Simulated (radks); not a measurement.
Task: These are the eigenvalues of the occupied orbitals of an atom or ion with whole-number occupations (hartree). All-electron calculation, non-relativistic Kohn-Sham, LB94 model potential, spin-polarised, spherical densities, point nucleus. Program: a radial shooting solver on a logarithmic mesh with Libxc functionals.

1s down: -1469.957
1s up: -1469.939
2s up: -275.8689
2s down: -275.8113
2p up: -264.5239
2p down: -264.5236
3s up: -96.96034
3s down: -96.40823
3p up: -92.24473
3p down: -91.66581
3d up: -83.96016
3d down: -83.39610

Which element is it, and in what charge state? The configuration may be excited. Open shells, if any, are filled with parallel spins first.

Result: Z = 58, cerium, charge +34: Ce34+ in [Ar] 3d6. The list shows which subshells hold electrons but not how many an open one holds; the 1s level, -1470 hartree, gives Z - s = 54.2 by -(Z - s)^2/2, which with screening narrows Z to a few neighbours, and the depths of the outer levels then fix element, charge and occupations together.
